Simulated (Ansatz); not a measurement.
thiourea (SMILES NC(N)=S) moved off its minimum; all values from Ansatz (a first-principles code), cores frozen in correlated methods.
(charge 0, multiplicity 1)
```xyz
8

N      0.6701    -1.0632    -0.5074
C      0.0448    -0.2397    -0.0696
N     -1.3797    -0.8821     0.2671
S      0.2260     1.4137     0.2131
H      0.6336    -2.1575    -0.1837
H      1.7685    -0.9312    -0.5128
H     -1.6676    -1.7121    -0.1252
H     -1.9925     0.0807     0.4176
```

Question: Give the forces (eV/Å), the total energy and the dipole at CCSD(T)/aug-cc-pV(T+d)Z.

Answer: 
```
atom       Fx       Fy      Fz
----  -------  -------  ------
N1     17.203  -17.977  -6.071
C2    -16.116   12.625   8.075
N3      1.942    8.246   2.413
S4      0.202   -0.920  -0.223
H5     -0.922    3.425  -1.252
H6     -2.704    0.309  -0.598
H7     -0.996   -1.708  -1.596
H8      1.391   -4.000  -0.748
```
Energy -547.4059 hartree, dipole 5.19 D.
